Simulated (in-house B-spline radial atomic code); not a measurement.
Spin-orbit splittings of orbital energies (j = l + 1/2 less j = l - 1/2) and ratios of mean radii (lower j over upper j) along the 19-electron series, configuration [Ar] 3d1. Computed with a radial B-spline atomic code at the basis-set limit: Dirac-Hartree-Fock, average of the configuration, finite nuclei.

```json
{"ion": "Tb46+", "Z": "65", "splitting of 3p (eV)": "187.53", "radius ratio of 3p": "0.95302", "splitting of 2p (eV)": "761.05", "radius ratio of 2p": "0.91839", "splitting of 3d (eV)": "42.915", "radius ratio of 3d": "0.98349"}
{"ion": "Dy47+", "Z": "66", "splitting of 3p (eV)": "201.68", "radius ratio of 3p": "0.95143", "splitting of 2p (eV)": "815.59", "radius ratio of 2p": "0.91565", "splitting of 3d (eV)": "46.155", "radius ratio of 3d": "0.98293"}
{"ion": "Ho48+", "Z": "67", "splitting of 3p (eV)": "216.67", "radius ratio of 3p": "0.9498", "splitting of 2p (eV)": "873.26", "radius ratio of 2p": "0.91284", "splitting of 3d (eV)": "49.576", "radius ratio of 3d": "0.98236"}
{"ion": "Er49+", "Z": "68", "splitting of 3p (eV)": "232.54", "radius ratio of 3p": "0.94814", "splitting of 2p (eV)": "934.18", "radius ratio of 2p": "0.90998", "splitting of 3d (eV)": "53.185", "radius ratio of 3d": "0.98178"}
{"ion": "Tm50+", "Z": "69", "splitting of 3p (eV)": "249.35", "radius ratio of 3p": "0.94644", "splitting of 2p (eV)": "998.53", "radius ratio of 2p": "0.90706", "splitting of 3d (eV)": "56.989", "radius ratio of 3d": "0.98119"}
{"ion": "Yb51+", "Z": "70", "splitting of 3p (eV)": "?", "radius ratio of 3p": "?", "splitting of 2p (eV)": "?", "radius ratio of 2p": "?", "splitting of 3d (eV)": "?", "radius ratio of 3d": "?"}
{"ion": "Lu52+", "Z": "71", "splitting of 3p (eV)": "285.91", "radius ratio of 3p": "0.94293", "splitting of 2p (eV)": "1138.1", "radius ratio of 2p": "0.90104", "splitting of 3d (eV)": "65.213", "radius ratio of 3d": "0.97997"}
{"ion": "Hf53+", "Z": "72", "splitting of 3p (eV)": "305.77", "radius ratio of 3p": "0.94112", "splitting of 2p (eV)": "1213.66", "radius ratio of 2p": "0.89794", "splitting of 3d (eV)": "69.647", "radius ratio of 3d": "0.97935"}
{"ion": "Ta54+", "Z": "73", "splitting of 3p (eV)": "326.74", "radius ratio of 3p": "0.93926", "splitting of 2p (eV)": "1293.3", "radius ratio of 2p": "0.89477", "splitting of 3d (eV)": "74.306", "radius ratio of 3d": "0.97872"}
{"ion": "W55+", "Z": "74", "splitting of 3p (eV)": "348.87", "radius ratio of 3p": "0.93737", "splitting of 2p (eV)": "1377.21", "radius ratio of 2p": "0.89154", "splitting of 3d (eV)": "79.198", "radius ratio of 3d": "0.97808"}
{"ion": "Re56+", "Z": "75", "splitting of 3p (eV)": "372.23", "radius ratio of 3p": "0.93543", "splitting of 2p (eV)": "1465.59", "radius ratio of 2p": "0.88825", "splitting of 3d (eV)": "84.33", "radius ratio of 3d": "0.97743"}
{"ion": "Os57+", "Z": "76", "splitting of 3p (eV)": "396.86", "radius ratio of 3p": "0.93345", "splitting of 2p (eV)": "1558.63", "radius ratio of 2p": "0.88488", "splitting of 3d (eV)": "89.711", "radius ratio of 3d": "0.97677"}
{"ion": "Ir58+", "Z": "77", "splitting of 3p (eV)": "?", "radius ratio of 3p": "?", "splitting of 2p (eV)": "?", "radius ratio of 2p": "?", "splitting of 3d (eV)": "?", "radius ratio of 3d": "?"}
{"ion": "Pt59+", "Z": "78", "splitting of 3p (eV)": "450.2", "radius ratio of 3p": "0.92937", "splitting of 2p (eV)": "1759.57", "radius ratio of 2p": "0.87795", "splitting of 3d (eV)": "101.25", "radius ratio of 3d": "0.97541"}
{"ion": "Au60+", "Z": "79", "splitting of 3p (eV)": "479.03", "radius ratio of 3p": "0.92726", "splitting of 2p (eV)": "1867.93", "radius ratio of 2p": "0.87439", "splitting of 3d (eV)": "107.43", "radius ratio of 3d": "0.97472"}
{"ion": "Hg61+", "Z": "80", "splitting of 3p (eV)": "509.4", "radius ratio of 3p": "0.9251", "splitting of 2p (eV)": "1981.85", "radius ratio of 2p": "0.87074", "splitting of 3d (eV)": "113.89", "radius ratio of 3d": "0.97402"}
{"ion": "Tl62+", "Z": "81", "splitting of 3p (eV)": "?", "radius ratio of 3p": "?", "splitting of 2p (eV)": "?", "radius ratio of 2p": "?", "splitting of 3d (eV)": "?", "radius ratio of 3d": "?"}
{"ion": "Pb63+", "Z": "82", "splitting of 3p (eV)": "575", "radius ratio of 3p": "0.92064", "splitting of 2p (eV)": "2227.46", "radius ratio of 2p": "0.86324", "splitting of 3d (eV)": "127.7", "radius ratio of 3d": "0.97258"}
{"ion": "Bi64+", "Z": "83", "splitting of 3p (eV)": "610.39", "radius ratio of 3p": "0.91834", "splitting of 2p (eV)": "2359.68", "radius ratio of 2p": "0.85938", "splitting of 3d (eV)": "135.06", "radius ratio of 3d": "0.97184"}
```

Question: Fill in the row of Yb51+.

Answer: splitting of 3p (eV): 267.12; radius ratio of 3p: 0.9447; splitting of 2p (eV): 1066.45; radius ratio of 2p: 0.90408; splitting of 3d (eV): 60.996; radius ratio of 3d: 0.98059.

Question: Fill in the row of Ir58+.

Answer: splitting of 3p (eV): 422.83; radius ratio of 3p: 0.93143; splitting of 2p (eV): 1656.55; radius ratio of 2p: 0.88145; splitting of 3d (eV): 95.349; radius ratio of 3d: 0.97609.

Question: Fill in the row of Tl62+.

Answer: splitting of 3p (eV): 541.36; radius ratio of 3p: 0.9229; splitting of 2p (eV): 2101.61; radius ratio of 2p: 0.86703; splitting of 3d (eV): 120.64; radius ratio of 3d: 0.9733.

Question: With what power of Z does the column «splitting of 3p (eV)» change over this range?

Answer: A fit of the logarithm of its size against log Z from Z = 65 to 83 has slope 4.83. An unscreened hydrogenic electron would give 4 at low Z; screening makes the apparent power larger near the neutral end, and relativity raises it again at high Z.
